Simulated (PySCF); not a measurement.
A structure optimised at PBE0-D3(BJ)/def2-TZVP, used in a PySCF frequency run:

```
Si
H 1 1.4893
H 1 1.4897 2 108.20
H 1 1.4899 2 108.14 3 116.54
Al 1 2.4458 2 112.16 4 121.62
H 5 1.5808 1 127.45 2 -1.59
Cl 5 2.1045 6 116.28 1 179.89
```
Charge 0, spin multiplicity 1.

**Question.** Write its SMILES and formula.

**Answer.** [SiH3][AlH][Cl], AlClH4Si

**Question.** What are its rotational constants (standard atomic weights)?

**Answer.** 12.957, 1.9570, 1.7343 GHz
